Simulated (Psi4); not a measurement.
This Psi4 input (wB97X-V/cc-pVDZ) gives -82.01210 Eh with 48 basis functions.

```
memory 8100 MB

molecule {
0 1
B    -0.77657967    0.03230627   -0.00413419
N     0.60979542   -0.02536793    0.00324630
H    -1.39837774   -0.98543134   -0.02544751
H    -1.31189213    1.09818051    0.01101914
H     1.19719081    0.79223349    0.02089926
H     1.12740949   -0.88893853   -0.00852404
}

set {
  basis cc-pvdz
  scf_type df
}

energy('wb97x-v')
print_variables()
```

Change:
```diff
- basis cc-pvdz
+ basis 3-21g
```

Task: What does the run give now?

Result: -81.55664 Eh (wB97X-V/3-21G, 26 functions), a change of +455.46 mEh.
